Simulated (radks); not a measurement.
Spherical jellium clusters: N electrons in a uniform positive sphere of charge N and radius rs N^(1/3), rs = 3.97 bohr. Calculated with a radial shooting solver with Libxc functionals: non-relativistic Kohn-Sham, LDA (Slater exchange, Perdew-Wang correlation), spin-polarised, spherical densities. Levels are named by radial order and angular momentum (1s, 1p, 1d, 2s, ...), and open shells are averaged over m.

N = 18, configuration 1s2 1p6 1d10. This is the lowest configuration that the search found. Occupied and some empty levels:

| level | occupation | eigenvalue (eV) | <r> (bohr) |
|---|---|---|---|
| 1s | 2 | -5.0768 | 6.227 |
| 1p | 6 | -4.1707 | 7.638 |
| 1d | 10 | -3.1036 | 8.603 |
| 2s | 0 | -2.7768 | 7.250 |
| 1f | 0 | -1.8967 | 9.483 |
| 2p | 0 | -1.4228 | 9.152 |

Energy (eV): total -33.6049, kinetic 31.302, external -1002.9, Hartree 495.58, exchange-correlation -66.012, background 508.43. Static polarisability (adiabatic kernel): 1502 bohr^3, against R^3 = 1126 for a classical metal sphere.
